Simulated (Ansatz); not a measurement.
Reaction (redistribution): `F[BH][GaH][F]` + `CO[SiH3]` → `FBO[SiH3]` + `[CH3][GaH][F]`

Computed with Ansatz on PBE0-D4/def2-TZVP structures; ΔE is electronic, products minus reactants. CCSD(T)/CBS is the MP2 limit (def2-TZVPP, def2-QZVPP) plus CCSD(T) − MP2 in def2-TZVPP, frozen cores. Functionals use def2-TZVPP. For Ga outer-core shells are correlated without core-valence functions, which leaves a few kJ/mol of doubt a bond. Scalar relativity is left out up to krypton. One conformer a species, not always the lowest.

`F[BH][GaH][F]`:

```xyz
6

F     0.975   -1.301    1.367
B    -0.050   -0.966    0.606
Ga    0.092    0.735   -0.650
F    -0.654    2.169    0.069
H    -1.023   -1.668    0.687
H     0.659    1.032   -2.078
```

`CO[SiH3]`:

Cartesian coordinates in Å:
```
C -1.109 0.457 0.644
O 0.270 0.185 0.727
Si 1.124 -0.424 -0.536
H -1.327 1.200 -0.133
H -1.438 0.856 1.605
H -1.685 -0.451 0.430
H 2.522 -0.565 -0.070
H 1.059 0.490 -1.712
H 0.582 -1.748 -0.955
```

`FBO[SiH3]`:

```xyz
8

F    -2.006   -1.400    1.236
B    -1.374   -0.580    0.411
O    -0.042   -0.463    0.526
Si    1.107    0.419   -0.275
H    -2.017    0.021   -0.403
H     2.074   -0.528   -0.875
H     0.471    1.244   -1.333
H     1.787    1.287    0.714
```

`[CH3][GaH][F]`:

Cartesian coordinates in Å:
```
C -0.494 0.770 0.176
Ga 0.410 -0.917 -0.195
F 2.143 -0.756 -0.498
H -0.479 0.960 1.253
H 0.028 1.591 -0.318
H -1.535 0.751 -0.148
H -0.073 -2.398 -0.269
```

```csv
level,ΔE (kJ/mol)
CAM-B3LYP-D4,-272.1
r2SCAN0,-279.4
BHLYP,-274.9
HF/CBS(def2),-275.5
```

Task: What does CCSD(T)/CBS give? (An estimate is asked.)

Result: Ansatz gave: -276.3 kJ/mol. The listed levels differ from it by 4.2, -3.1, 1.4, 0.8 kJ/mol.

Largest T1 diagnostic among the species: 0.015.

From r2SCAN to r2SCAN0 (25 % exact exchange), in def2-TZVPP and without D4, ΔE moves by −4.1 kJ/mol. Leaving LDA and LC-ωPBE aside and taking each functional with its dispersion term where it has one, the values, not all of them listed here, spread over 26.6 kJ/mol, from r2SCAN0-D4 to revPBE-D4. LDA lies −13.0 kJ/mol from PBE without D4.
